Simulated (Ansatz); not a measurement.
The cluster Cu3O4⁻. Charge -1, multiplicity 1. Geometry B3LYP-D4/def2-SVPD.

```xyz
7

Cu    1.259   -0.838    0.990
Cu   -1.427    0.010   -0.070
Cu    1.356    0.935   -0.745
O    -0.331    0.740   -1.311
O     2.610   -0.020    0.124
O    -3.025    0.477    0.320
O    -0.442   -1.304    0.691
```

At PBE-D4/def2-TZVPD the restricted singlet is unstable: a solution with broken spin symmetry lies lower. The restricted singlet is unstable towards broken spin symmetry at other levels; at r2SCAN-D4/def2-TZVPD, B97M-V/def2-TZVPD, PBE0-D4/def2-TZVPD, CAM-B3LYP-D4/def2-TZVPD this wasn't settled. No other spin state of charge -1 was run. The geometry of the singlet was relaxed on an unsound state (restricted singlet, unstable towards broken spin symmetry at other levels and untested here). Another isomer (singlet) lies 1.29 eV lower at PBE-D4/def2-TZVPD; other spin states weren't run for this one.

Question: Estimate the orbital energies around the gap (eV) in Ansatz with PBE-D4/def2-TZVPD, r2SCAN-D4/def2-TZVPD, B97M-V/def2-TZVPD, PBE0-D4/def2-TZVPD, CAM-B3LYP-D4/def2-TZVPD.

Answer: 
```json
{"orbital": "HOMO−9", "PBE-D4/def2-TZVPD": "-3.01", "r2SCAN-D4/def2-TZVPD": "-3.22", "B97M-V/def2-TZVPD": "-3.35", "PBE0-D4/def2-TZVPD": "-4.89", "CAM-B3LYP-D4/def2-TZVPD": "-6.45"}
{"orbital": "HOMO−8", "PBE-D4/def2-TZVPD": "-2.97", "r2SCAN-D4/def2-TZVPD": "-3.12", "B97M-V/def2-TZVPD": "-3.15", "PBE0-D4/def2-TZVPD": "-4.63", "CAM-B3LYP-D4/def2-TZVPD": "-6.20"}
{"orbital": "HOMO−7", "PBE-D4/def2-TZVPD": "-2.92", "r2SCAN-D4/def2-TZVPD": "-3.07", "B97M-V/def2-TZVPD": "-3.12", "PBE0-D4/def2-TZVPD": "-4.26", "CAM-B3LYP-D4/def2-TZVPD": "-5.79"}
{"orbital": "HOMO−6", "PBE-D4/def2-TZVPD": "-2.69", "r2SCAN-D4/def2-TZVPD": "-2.88", "B97M-V/def2-TZVPD": "-2.97", "PBE0-D4/def2-TZVPD": "-4.19", "CAM-B3LYP-D4/def2-TZVPD": "-5.71"}
{"orbital": "HOMO−5", "PBE-D4/def2-TZVPD": "-2.33", "r2SCAN-D4/def2-TZVPD": "-2.49", "B97M-V/def2-TZVPD": "-2.54", "PBE0-D4/def2-TZVPD": "-3.67", "CAM-B3LYP-D4/def2-TZVPD": "-5.06"}
{"orbital": "HOMO−4", "PBE-D4/def2-TZVPD": "-1.92", "r2SCAN-D4/def2-TZVPD": "-2.04", "B97M-V/def2-TZVPD": "-2.13", "PBE0-D4/def2-TZVPD": "-3.30", "CAM-B3LYP-D4/def2-TZVPD": "-4.91"}
{"orbital": "HOMO−3", "PBE-D4/def2-TZVPD": "-1.84", "r2SCAN-D4/def2-TZVPD": "-1.92", "B97M-V/def2-TZVPD": "-1.91", "PBE0-D4/def2-TZVPD": "-3.04", "CAM-B3LYP-D4/def2-TZVPD": "-4.54"}
{"orbital": "HOMO−2", "PBE-D4/def2-TZVPD": "-1.58", "r2SCAN-D4/def2-TZVPD": "-1.74", "B97M-V/def2-TZVPD": "-1.90", "PBE0-D4/def2-TZVPD": "-3.01", "CAM-B3LYP-D4/def2-TZVPD": "-4.46"}
{"orbital": "HOMO−1", "PBE-D4/def2-TZVPD": "-1.56", "r2SCAN-D4/def2-TZVPD": "-1.73", "B97M-V/def2-TZVPD": "-1.82", "PBE0-D4/def2-TZVPD": "-2.70", "CAM-B3LYP-D4/def2-TZVPD": "-4.15"}
{"orbital": "HOMO", "PBE-D4/def2-TZVPD": "-1.19", "r2SCAN-D4/def2-TZVPD": "-1.38", "B97M-V/def2-TZVPD": "-1.54", "PBE0-D4/def2-TZVPD": "-2.66", "CAM-B3LYP-D4/def2-TZVPD": "-3.81"}
{"orbital": "LUMO", "PBE-D4/def2-TZVPD": "-0.95", "r2SCAN-D4/def2-TZVPD": "-1.02", "B97M-V/def2-TZVPD": "-1.07", "PBE0-D4/def2-TZVPD": "-0.67", "CAM-B3LYP-D4/def2-TZVPD": "0.01"}
{"orbital": "LUMO+1", "PBE-D4/def2-TZVPD": "-0.93", "r2SCAN-D4/def2-TZVPD": "-0.92", "B97M-V/def2-TZVPD": "-0.85", "PBE0-D4/def2-TZVPD": "0.03", "CAM-B3LYP-D4/def2-TZVPD": "1.13"}
{"orbital": "LUMO+2", "PBE-D4/def2-TZVPD": "1.46", "r2SCAN-D4/def2-TZVPD": "1.71", "B97M-V/def2-TZVPD": "1.41", "PBE0-D4/def2-TZVPD": "2.18", "CAM-B3LYP-D4/def2-TZVPD": "2.79"}
{"orbital": "LUMO+3", "PBE-D4/def2-TZVPD": "2.26", "r2SCAN-D4/def2-TZVPD": "2.55", "B97M-V/def2-TZVPD": "2.21", "PBE0-D4/def2-TZVPD": "2.85", "CAM-B3LYP-D4/def2-TZVPD": "3.34"}
{"orbital": "LUMO+4", "PBE-D4/def2-TZVPD": "2.97", "r2SCAN-D4/def2-TZVPD": "3.31", "B97M-V/def2-TZVPD": "2.93", "PBE0-D4/def2-TZVPD": "3.51", "CAM-B3LYP-D4/def2-TZVPD": "3.98"}
{"orbital": "LUMO+5", "PBE-D4/def2-TZVPD": "3.21", "r2SCAN-D4/def2-TZVPD": "3.68", "B97M-V/def2-TZVPD": "3.25", "PBE0-D4/def2-TZVPD": "3.74", "CAM-B3LYP-D4/def2-TZVPD": "4.15"}
```
